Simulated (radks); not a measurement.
Results of a calculation; reference values are marked as such.
Question: The mean radii <r> (bohr) of the occupied orbitals of an atom or ion are listed with their occupations. Level of theory: scalar-relativistic Kohn-Sham, r2SCAN, spin-polarised, spherical densities, finite nucleus; meta-GGA in the generalised Kohn-Sham scheme; Fermi nuclear charge, rms radius of each element as measured or else 0.836 A^(1/3) + 0.57 fm (a radial shooting solver on a logarithmic mesh with Libxc functionals).

| orbital | occ. | <r> |
|---|---|---|
| 1s up | 1 | 0.1036 |
| 1s down | 1 | 0.1036 |
| 2s up | 1 | 0.5169 |
| 2s down | 1 | 0.5170 |
| 2p up | 3 | 0.4834 |
| 2p down | 3 | 0.4833 |
| 3s up | 1 | 1.754 |
| 3s down | 1 | 1.754 |
| 3p up | 1 | 1.962 |

Name the element and its charge. Open shells, if any, are filled with parallel spins first.

Answer: Z = 15, phosphorus, charge +2: P2+ in [Ne] 3s2 3p1. The 1s radius gives Z: for a bare nucleus <r> = (2 gamma + 1)/(2Z) with gamma = sqrt(1 - (Z/c)^2), 0.0996 bohr for Z = 15, and screening makes it slightly larger (0.1036 here). The occupations add up to 13, and the charge is Z minus that.
